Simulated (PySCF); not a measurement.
A calculated (B3LYP, PySCF 2.14, x2c-QZVPPall with one added diffuse shell each of s, p, d, f type, scalar relativity by spin-free X2C-1e) atom or ion has these occupied shells.

```
shell  electrons  orbital energy (eV)  rms radius, mean of both spins (bohr)
 1s α          1              -433.05                                  0.266
 1s β          1              -432.27                                  0.266
 2s α          1              -51.749                                   1.28
 2s β          1              -49.413                                   1.28
 2p α          1              -41.004                                   1.24
```

(1) Name the element and its charge.

## Answers

(1) N²⁺ (nitrogen, charge +2), in [He] 2s2 2p1, 2P determinant.
